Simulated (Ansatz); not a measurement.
Harmonic vibrations of `C[N](C)[InH2]` by finite differences.

```yaml
crystal:
  periodic: [false, false, false]
  atoms:
    - {symbol: C, position_ang: [-0.271680, 1.356614, -0.333909]}
    - {symbol: N, position_ang: [-0.010660, -0.020695, -0.013299]}
    - {symbol: C, position_ang: [0.923097, -0.163466, 1.070918]}
    - {symbol: In, position_ang: [-0.861846, -1.578336, -0.975189]}
    - {symbol: H, position_ang: [-0.981906, 1.440290, -1.159916]}
    - {symbol: H, position_ang: [-0.692748, 1.903416, 0.524749]}
    - {symbol: H, position_ang: [0.646833, 1.888541, -0.628698]}
    - {symbol: H, position_ang: [0.555571, 0.315136, 1.992570]}
    - {symbol: H, position_ang: [1.106639, -1.216795, 1.295678]}
    - {symbol: H, position_ang: [1.893994, 0.301836, 0.837766]}
    - {symbol: H, position_ang: [-1.936463, -1.118404, -2.225398]}
    - {symbol: H, position_ang: [-0.370831, -3.108127, -0.385271]}
basis:
  gaussian: {orbitals: def2-TZVP}
hamiltonian: {xc: pbe0, dispersion: d4}
phonons: {temperatures: {t_min: 298.15, t_max: 900, t_step: 200}}
```

```sh
$ ansatz run in.yaml --threads 4 --pin off --events-out ev --progress --plain
```

Shortened log:

```
Functional definition: PBE0
mean field -8864.38765405 eV, -325.7602377885 hartree, gradient 2.6e-5 eV, S^2 0.000000; 0 other end points of the search recorded, 0 dependent functions left out
mean field -8864.38747702 eV, -325.7602312829 hartree, gradient 2.9e-6 eV, S^2 0.000000; 0 other end points of the search recorded, 0 dependent functions left out
mean field -8864.38749286 eV, -325.7602318649 hartree, gradient 2.9e-6 eV, S^2 0.000000; 0 other end points of the search recorded, 0 dependent functions left out
mean field -8864.38753521 eV, -325.7602334213 hartree, gradient 2.9e-6 eV, S^2 0.000000; 0 other end points of the search recorded, 0 dependent functions left out
mean field -8864.38747974 eV, -325.7602313829 hartree, gradient 2.9e-6 eV, S^2 0.000000; 0 other end points of the search recorded, 0 dependent functions left out
mean field -8864.38747426 eV, -325.7602311815 hartree, gradient 2.9e-6 eV, S^2 0.000000; 0 other end points of the search recorded, 0 dependent functions left out
mean field -8864.38748902 eV, -325.7602317240 hartree, gradient 2.9e-6 eV, S^2 0.000000; 0 other end points of the search recorded, 0 dependent functions left out
mean field -8864.38757693 eV, -325.7602349547 hartree, gradient 2.9e-6 eV, S^2 0.000000; 0 other end points of the search recorded, 0 dependent functions left out
mean field -8864.38756559 eV, -325.7602345379 hartree, gradient 2.9e-6 eV, S^2 0.000000; 0 other end points of the search recorded, 0 dependent functions left out
mean field -8864.38751845 eV, -325.7602328054 hartree, gradient 2.9e-6 eV, S^2 0.000000; 0 other end points of the search recorded, 0 dependent functions left out
mean field -8864.38748188 eV, -325.7602314613 hartree, gradient 2.9e-6 eV, S^2 0.000000; 0 other end points of the search recorded, 0 dependent functions left out
mean field -8864.38756044 eV, -325.7602343485 hartree, gradient 2.9e-6 eV, S^2 0.000000; 0 other end points of the search recorded, 0 dependent functions left out
mean field -8864.38754625 eV, -325.7602338272 hartree, gradient 2.9e-6 eV, S^2 0.000000; 0 other end points of the search recorded, 0 dependent functions left out
mean field -8864.38751896 eV, -325.7602328241 hartree, gradient 2.9e-6 eV, S^2 0.000000; 0 other end points of the search recorded, 0 dependent functions left out
mean field -8864.38748122 eV, -325.7602314372 hartree, gradient 2.9e-6 eV, S^2 0.000000; 0 other end points of the search recorded, 0 dependent functions left out
mean field -8864.38746543 eV, -325.7602308569 hartree, gradient 2.9e-6 eV, S^2 0.000000; 0 other end points of the search recorded, 0 dependent functions left out
mean field -8864.38747872 eV, -325.7602313452 hartree, gradient 2.9e-6 eV, S^2 0.000000; 0 other end points of the search recorded, 0 dependent functions left out
mean field -8864.38752472 eV, -325.7602330359 hartree, gradient 2.9e-6 eV, S^2 0.000000; 0 other end points of the search recorded, 0 dependent functions left out
mean field -8864.38747905 eV, -325.7602313575 hartree, gradient 2.9e-6 eV, S^2 0.000000; 0 other end points of the search recorded, 0 dependent functions left out
mean field -8864.38760076 eV, -325.7602358304 hartree, gradient 2.9e-6 eV, S^2 0.000000; 0 other end points of the search recorded, 0 dependent functions left out
mean field -8864.38763750 eV, -325.7602371805 hartree, gradient 2.9e-6 eV, S^2 0.000000; 0 other end points of the search recorded, 0 dependent functions left out
mean field -8864.38754652 eV, -325.7602338370 hartree, gradient 2.9e-6 eV, S^2 0.000000; 0 other end points of the search recorded, 0 dependent functions left out
mean field -8864.38762467 eV, -325.7602367089 hartree, gradient 2.9e-6 eV, S^2 0.000000; 0 other end points of the search recorded, 0 dependent functions left out
mean field -8864.38758812 eV, -325.7602353658 hartree, gradient 2.9e-6 eV, S^2 0.000000; 0 other end points of the search recorded, 0 dependent functions left out
mean field -8864.38763307 eV, -325.7602370175 hartree, gradient 2.9e-6 eV, S^2 0.000000; 0 other end points of the search recorded, 0 dependent functions left out
mean field -8864.38760209 eV, -325.7602358792 hartree, gradient 2.9e-6 eV, S^2 0.000000; 0 other end points of the search recorded, 0 dependent functions left out
mean field -8864.38760296 eV, -325.7602359111 hartree, gradient 2.9e-6 eV, S^2 0.000000; 0 other end points of the search recorded, 0 dependent functions left out
mean field -8864.38764099 eV, -325.7602373088 hartree, gradient 2.9e-6 eV, S^2 0.000000; 0 other end points of the search recorded, 0 dependent functions left out
mean field -8864.38763111 eV, -325.7602369457 hartree, gradient 2.9e-6 eV, S^2 0.000000; 0 other end points of the search recorded, 0 dependent functions left out
mean field -8864.38759036 eV, -325.7602354482 hartree, gradient 2.9e-6 eV, S^2 0.000000; 0 other end points of the search recorded, 0 dependent functions left out
mean field -8864.38758805 eV, -325.7602353630 hartree, gradient 2.9e-6 eV, S^2 0.000000; 0 other end points of the search recorded, 0 dependent functions left out
mean field -8864.38762691 eV, -325.7602367911 hartree, gradient 2.9e-6 eV, S^2 0.000000; 0 other end points of the search recorded, 0 dependent functions left out
mean field -8864.38762892 eV, -325.7602368652 hartree, gradient 2.9e-6 eV, S^2 0.000000; 0 other end points of the search recorded, 0 dependent functions left out
mean field -8864.38762630 eV, -325.7602367688 hartree, gradient 2.9e-6 eV, S^2 0.000000; 0 other end points of the search recorded, 0 dependent functions left out
mean field -8864.38761063 eV, -325.7602361931 hartree, gradient 2.9e-6 eV, S^2 0.000000; 0 other end points of the search recorded, 0 dependent functions left out
mean field -8864.38758962 eV, -325.7602354207 hartree, gradient 2.9e-6 eV, S^2 0.000000; 0 other end points of the search recorded, 0 dependent functions left out
mean field -8864.38758769 eV, -325.7602353498 hartree, gradient 2.9e-6 eV, S^2 0.000000; 0 other end points of the search recorded, 0 dependent functions left out
mean field -8864.38758417 eV, -325.7602352206 hartree, gradient 2.9e-6 eV, S^2 0.000000; 0 other end points of the search recorded, 0 dependent functions left out
mean field -8864.38757859 eV, -325.7602350156 hartree, gradient 2.9e-6 eV, S^2 0.000000; 0 other end points of the search recorded, 0 dependent functions left out
mean field -8864.38762735 eV, -325.7602368072 hartree, gradient 2.9e-6 eV, S^2 0.000000; 0 other end points of the search recorded, 0 dependent functions left out
mean field -8864.38761162 eV, -325.7602362293 hartree, gradient 2.9e-6 eV, S^2 0.000000; 0 other end points of the search recorded, 0 dependent functions left out
mean field -8864.38763217 eV, -325.7602369847 hartree, gradient 2.9e-6 eV, S^2 0.000000; 0 other end points of the search recorded, 0 dependent functions left out
mean field -8864.38763612 eV, -325.7602371298 hartree, gradient 2.9e-6 eV, S^2 0.000000; 0 other end points of the search recorded, 0 dependent functions left out
mean field -8864.38763107 eV, -325.7602369439 hartree, gradient 2.9e-6 eV, S^2 0.000000; 0 other end points of the search recorded, 0 dependent functions left out
mean field -8864.38762405 eV, -325.7602366862 hartree, gradient 2.9e-6 eV, S^2 0.000000; 0 other end points of the search recorded, 0 dependent functions left out
mean field -8864.38762622 eV, -325.7602367658 hartree, gradient 2.9e-6 eV, S^2 0.000000; 0 other end points of the search recorded, 0 dependent functions left out
mean field -8864.38762273 eV, -325.7602366378 hartree, gradient 2.9e-6 eV, S^2 0.000000; 0 other end points of the search recorded, 0 dependent functions left out
mean field -8864.38758983 eV, -325.7602354286 hartree, gradient 2.9e-6 eV, S^2 0.000000; 0 other end points of the search recorded, 0 dependent functions left out
mean field -8864.38757617 eV, -325.7602349264 hartree, gradient 2.9e-6 eV, S^2 0.000000; 0 other end points of the search recorded, 0 dependent functions left out
mean field -8864.38763826 eV, -325.7602372083 hartree, gradient 2.9e-6 eV, S^2 0.000000; 0 other end points of the search recorded, 0 dependent functions left out
mean field -8864.38763461 eV, -325.7602370743 hartree, gradient 2.9e-6 eV, S^2 0.000000; 0 other end points of the search recorded, 0 dependent functions left out
mean field -8864.38755755 eV, -325.7602342422 hartree, gradient 2.9e-6 eV, S^2 0.000000; 0 other end points of the search recorded, 0 dependent functions left out
mean field -8864.38755572 eV, -325.7602341749 hartree, gradient 2.9e-6 eV, S^2 0.000000; 0 other end points of the search recorded, 0 dependent functions left out
mean field -8864.38763872 eV, -325.7602372250 hartree, gradient 2.9e-6 eV, S^2 0.000000; 0 other end points of the search recorded, 0 dependent functions left out
mean field -8864.38763071 eV, -325.7602369310 hartree, gradient 2.9e-6 eV, S^2 0.000000; 0 other end points of the search recorded, 0 dependent functions left out
mean field -8864.38758468 eV, -325.7602352394 hartree, gradient 2.9e-6 eV, S^2 0.000000; 0 other end points of the search recorded, 0 dependent functions left out
mean field -8864.38756885 eV, -325.7602346574 hartree, gradient 2.9e-6 eV, S^2 0.000000; 0 other end points of the search recorded, 0 dependent functions left out
mean field -8864.38762720 eV, -325.7602368018 hartree, gradient 2.9e-6 eV, S^2 0.000000; 0 other end points of the search recorded, 0 dependent functions left out
mean field -8864.38762347 eV, -325.7602366647 hartree, gradient 2.9e-6 eV, S^2 0.000000; 0 other end points of the search recorded, 0 dependent functions left out
mean field -8864.38763660 eV, -325.7602371473 hartree, gradient 2.9e-6 eV, S^2 0.000000; 0 other end points of the search recorded, 0 dependent functions left out
mean field -8864.38762923 eV, -325.7602368765 hartree, gradient 2.9e-6 eV, S^2 0.000000; 0 other end points of the search recorded, 0 dependent functions left out
mean field -8864.38762567 eV, -325.7602367456 hartree, gradient 2.9e-6 eV, S^2 0.000000; 0 other end points of the search recorded, 0 dependent functions left out
mean field -8864.38764926 eV, -325.7602376125 hartree, gradient 2.9e-6 eV, S^2 0.000000; 0 other end points of the search recorded, 0 dependent functions left out
mean field -8864.38764502 eV, -325.7602374567 hartree, gradient 2.9e-6 eV, S^2 0.000000; 0 other end points of the search recorded, 0 dependent functions left out
mean field -8864.38765248 eV, -325.7602377308 hartree, gradient 2.9e-6 eV, S^2 0.000000; 0 other end points of the search recorded, 0 dependent functions left out
mean field -8864.38761835 eV, -325.7602364767 hartree, gradient 2.9e-6 eV, S^2 0.000000; 0 other end points of the search recorded, 0 dependent functions left out
mean field -8864.38764610 eV, -325.7602374966 hartree, gradient 2.9e-6 eV, S^2 0.000000; 0 other end points of the search recorded, 0 dependent functions left out
mean field -8864.38764775 eV, -325.7602375571 hartree, gradient 2.9e-6 eV, S^2 0.000000; 0 other end points of the search recorded, 0 dependent functions left out
mean field -8864.38765002 eV, -325.7602376404 hartree, gradient 2.9e-6 eV, S^2 0.000000; 0 other end points of the search recorded, 0 dependent functions left out
mean field -8864.38760047 eV, -325.7602358195 hartree, gradient 2.9e-6 eV, S^2 0.000000; 0 other end points of the search recorded, 0 dependent functions left out
mean field -8864.38764382 eV, -325.7602374127 hartree, gradient 2.9e-6 eV, S^2 0.000000; 0 other end points of the search recorded, 0 dependent functions left out
mean field -8864.38764649 eV, -325.7602375107 hartree, gradient 2.9e-6 eV, S^2 0.000000; 0 other end points of the search recorded, 0 dependent functions left out
mean field -8864.38764833 eV, -325.7602375785 hartree, gradient 2.9e-6 eV, S^2 0.000000; 0 other end points of the search recorded, 0 dependent functions left out
Total energy: -8864.58574134 eV, -325.7675173621 hartree
Atom 0 at    -0.271680     1.356614    -0.333909 Å, force    -0.001208    -0.000631    -0.000599 eV/Å
Atom 1 at    -0.010660    -0.020695    -0.013299 Å, force    -0.000883     0.001616    -0.000693 eV/Å
Atom 2 at     0.923097    -0.163466     1.070918 Å, force    -0.000139    -0.002142     0.000148 eV/Å
Atom 3 at    -0.861846    -1.578336    -0.975189 Å, force     0.001113    -0.000128     0.000577 eV/Å
Atom 4 at    -0.981906     1.440290    -1.159916 Å, force     0.000249    -0.000488     0.001020 eV/Å
Atom 5 at    -0.692748     1.903416     0.524749 Å, force     0.000134     0.000201     0.000171 eV/Å
Atom 6 at     0.646833     1.888541    -0.628698 Å, force     0.000758     0.000225    -0.000247 eV/Å
Atom 7 at     0.555571     0.315136     1.992570 Å, force    -0.000114     0.000382     0.000082 eV/Å
Atom 8 at     1.106639    -1.216795     1.295678 Å, force    -0.000923     0.000688    -0.000313 eV/Å
Atom 9 at     1.893994     0.301836     0.837766 Å, force     0.000738     0.000442    -0.000394 eV/Å
Atom 10 at    -1.936463    -1.118404    -2.225398 Å, force     0.000384     0.000468     0.000333 eV/Å
Atom 11 at    -0.370831    -3.108127    -0.385271 Å, force    -0.000110    -0.000634    -0.000085 eV/Å
Dipole moment:     0.009632     0.018567     0.011379 e Å
Vibrations: 153.19 198.60 226.34 259.03 284.30 297.76 398.36 507.61 518.02 566.19 1013.47 1088.76 1115.10 1155.08 1237.79 1286.96 1438.20 1462.18 1465.93 1473.12 1496.30 1513.61 1846.83 1854.24 2957.31 2963.56 2987.63 2997.57 3101.82 3103.24 cm⁻¹, zero-point energy 2.539700 eV
```

It took 2.3 min on 4 threads of a server CPU on a shared host, with 0.51 GiB of host memory at the peak.
